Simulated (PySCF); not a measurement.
Carbonyl selenide, COSe, SMILES O=C=[Se], point group C∞v.

Force field and properties: B3LYP/pcSseg-2 (PySCF, grid level 2). Vibrational terms come from second-order perturbation theory with semi-diagonal cubic constants, by steps of ±0.6 along the normal coordinates of each isotopologue. The parent has the commonest isotopes.

Equilibrium geometry (Å):

```
atom        x        y        z
  O1  -1.3247  -0.0010  -0.0269
  C2  -0.1729  -0.0031  -0.0182
 Se3   1.5435  -0.0061  -0.0051
```

Species: ⁷⁷Se at 3. Output of the displacement run:

```
mode    cm-1    km/mol   phi_rrr   E(+)/cm-1  E(-)/cm-1
  1    471.40     0.79       0.1      85.65      85.64
  2    471.41     0.79      -0.2      85.64      85.65
  3    657.39     6.65    -158.6     112.77     124.19
  4   2078.44   766.92     610.6     397.08     353.15
```

For the shielding of C2 (σe = -0.65 ppm):

```json
{"mode": "1", "ω (cm⁻¹)": "471", "Σr φrrs (cm⁻¹)": "0", "∂σ/∂q": "0.000", "∂²σ/∂q²": "-2.726"}
{"mode": "2", "ω (cm⁻¹)": "471", "Σr φrrs (cm⁻¹)": "0", "∂σ/∂q": "0.000", "∂²σ/∂q²": "-2.726"}
{"mode": "3", "ω (cm⁻¹)": "657", "Σr φrrs (cm⁻¹)": "-204", "∂σ/∂q": "-7.128", "∂²σ/∂q²": "-0.596"}
{"mode": "4", "ω (cm⁻¹)": "2078", "Σr φrrs (cm⁻¹)": "-37", "∂σ/∂q": "8.196", "∂²σ/∂q²": "-0.126"}
```

Work out the zero-point average of this shielding.

With ⟨qs⟩ = −Σr φrrs/(4ωs) and ⟨qs²⟩ = 1/2: the mean displacements are 0.000, 0.000, 0.078, 0.004. The anharmonic term Σ (∂σ/∂q)⟨q⟩ is -0.52 ppm, the harmonic term ¼ Σ ∂²σ/∂q² is -1.54 ppm, so ⟨σ⟩ = -2.71 ppm.

Spin–orbit effects of the heavy atoms on shieldings are missing.
